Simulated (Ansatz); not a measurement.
A single point on C$_{5}$H$_{4}$F$_{6}$O$_{2}$Ti (`CC1=CC(C(F)(F)F)=[O+][Ti-]([F])([F])([F])[O]1`).

```yaml
crystal:
  periodic: [false, false, false]
  atoms:
    - {symbol: C, position_ang: [-1.356580, -1.149304, 2.128386]}
    - {symbol: C, position_ang: [-0.493820, -0.626561, 1.032256]}
    - {symbol: C, position_ang: [-1.004684, 0.292854, 0.086487]}
    - {symbol: C, position_ang: [-0.191094, 0.767624, -0.903350]}
    - {symbol: C, position_ang: [-0.725831, 1.765176, -1.934033]}
    - {symbol: F, position_ang: [-0.030699, 2.897401, -1.875606]}
    - {symbol: F, position_ang: [-0.609437, 1.262522, -3.159392]}
    - {symbol: F, position_ang: [-2.009948, 2.055704, -1.724955]}
    - {symbol: O, position_ang: [1.035150, 0.472616, -1.096334]}
    - {symbol: Ti, position_ang: [2.322426, -0.691606, -0.203455]}
    - {symbol: F, position_ang: [2.356631, -2.413438, -0.506928]}
    - {symbol: F, position_ang: [3.484509, -0.173542, -1.414980]}
    - {symbol: F, position_ang: [3.172122, -0.172765, 1.234167]}
    - {symbol: O, position_ang: [0.692252, -1.027318, 0.991394]}
    - {symbol: H, position_ang: [-2.391776, -0.828725, 2.030499]}
    - {symbol: H, position_ang: [-0.956229, -0.799011, 3.083705]}
    - {symbol: H, position_ang: [-1.299707, -2.239538, 2.139458]}
    - {symbol: H, position_ang: [-2.030683, 0.619210, 0.144484]}
basis:
  gaussian: {orbitals: def2-TZVPP}
hamiltonian: {xc: pbe}
correlation: {method: rpa}
```

```sh
$ ansatz run in.yaml --threads 11 --pin off --events-out ev --progress --plain --max-ram 120832MiB --backend cuda --devices 0, --max-vram 75GiB
```

Output, abridged:

```
Functional definition: PBE
3423 factors; integrals over basis functions are off by at most 1.0e-3 eV
mean field evaluation 1: about -48728.1231 eV, gradient 1.1e2 eV
mean field evaluation 2: about -48728.1089 eV, gradient 1.1e2 eV
mean field evaluation 4: about -48730.3259 eV, gradient 1.0e2 eV
mean field evaluation 8: about -48748.4668 eV, gradient 5.0e0 eV
mean field evaluation 16: about -48748.5072 eV, gradient 4.5e-3 eV
mean field -48748.50718940 eV, -1791.4745962856 hartree, gradient 4.7e-6 eV, S^2 0.000000; 1 other end points of the search recorded, 0 dependent functions left out
18 core orbitals not correlated: weight in the atoms' cores, before any rotation towards them, 1.000 or more for the frozen orbitals, at most 0.000 for the correlated occupied ones
reference -48623.36429800 eV, -1786.8756798513 hartree; 45, 45 occupied and 460, 460 virtual orbitals, 3423 factors
Total energy: -48754.37462174 eV, -1791.6902204469 hartree
```

It took 6 s on 11 threads of an AMD EPYC 7R13 on a shared host and a whole NVIDIA H100 80 GB, with 3.1 GiB of host memory at the peak.
